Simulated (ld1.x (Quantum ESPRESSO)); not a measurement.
## An all-electron radial function and its pseudo partner (Pb (Z = 82))

Columns: radius, all-electron u(r) and pseudo u(r) of the 6p shell (level -6.53 eV) of lead in the configuration [Xe] 4f14 5d10 6s2 6p1.5; PBE, scalar-relativistic, TM scheme, ld1.x (Quantum ESPRESSO) 7.5.

| r (bohr) | all-electron | pseudo |
| --- | --- | --- |
| 0.113 | -0.1129 | 0.0017 |
| 0.225 | 0.0632 | 0.0069 |
| 0.338 | 0.1696 | 0.0157 |
| 0.450 | 0.0372 | 0.0281 |
| 0.563 | -0.1389 | 0.0443 |
| 0.675 | -0.2489 | 0.0644 |
| 0.788 | -0.2760 | 0.0888 |
| 0.900 | -0.2370 | 0.1173 |
| 1.013 | -0.1558 | 0.1507 |
| 1.125 | -0.0548 | 0.1882 |
| 1.238 | 0.0528 | 0.2304 |
| 1.350 | 0.1559 | 0.2762 |
| 1.463 | 0.2512 | 0.3252 |
| 1.575 | 0.3344 | 0.3755 |
| 1.688 | 0.4061 | 0.4258 |
| 1.800 | 0.4654 | 0.4731 |
| 1.913 | 0.5139 | 0.5161 |
| 2.025 | 0.5518 | 0.5522 |
| 2.138 | 0.5807 | 0.5807 |
| 2.250 | 0.6013 | 0.6013 |
| 2.363 | 0.6149 | 0.6149 |
| 2.475 | 0.6224 | 0.6224 |
| 2.588 | 0.6246 | 0.6246 |
| 2.700 | 0.6223 | 0.6223 |
| 2.813 | 0.6162 | 0.6162 |
| 2.925 | 0.6071 | 0.6071 |

How many radial nodes do the two functions have?

The all-electron 6p function has n − l − 1 = 4 (the table is too coarse to show those close to the nucleus); the pseudo-wave has 0, since the states of the same l below it are removed with the core.

At about which radius was the pseudo-wave matched?

2.25 bohr. The columns agree to 0.0005 from 2.02 bohr on; several derivatives are matched, so the curves merge somewhat inside the radius.

Is the pseudo-wave norm-conserving?

Yes: the TM scheme keeps the norm inside the radius equal to the all-electron one, which fixes the energy derivative of the logarithmic derivative at the level.
